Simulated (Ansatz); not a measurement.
System: sum formula SiICl2, charge 0, multiplicity 2. It need not be the lowest isomer of its formula. SMILES: Cl[Si](Cl)I
Structure (B3LYP-D3(BJ)/def2-TZVP (Ansatz, a quantum-chemistry and plane-wave program) minimum search):
```
Si
Cl 1 2.0631
Cl 1 2.0631 2 108.36
I 1 2.4657 2 110.40 3 121.01
```
Charge 0, spin multiplicity 2.

Property: atomisation energy (electronic, to ground-state atoms), in kcal/mol. Cores are frozen in the correlated levels unless marked. UHF or UKS for open shells. Spin-orbit coupling is left out. The frozen core is the preceding noble-gas configuration, with the filled d and f shells of earlier blocks. Past Kr the def2 sets carry scalar-relativistic core potentials. The coupled-cluster limit lacks core correlation, which all-electron functionals hold. CBS(X,Y): correlation extrapolated as X^-3; Hartree-Fock from the larger set.

```tsv
level	program	atomisation energy (kcal/mol)
PBE/def2-TZVPD	Ansatz	254.3
r2SCAN/def2-TZVPD	Ansatz	255.2
PBE0/def2-SVP	Ansatz	?
RPA@PBE/def2-TZVPP	Ansatz	207.4
SCS-MP2/def2-TZVPP	Ansatz	237.2
SCS-MP2/def2-QZVPPD	Ansatz	245.5
CCSD(T)/CBS(def2-TZVPPD,def2-QZVPPD)	Ansatz	247.7
```

Problem. Complete the blanks.

Solution. 
- PBE0/def2-SVP, atomisation energy (kcal/mol): 242.6
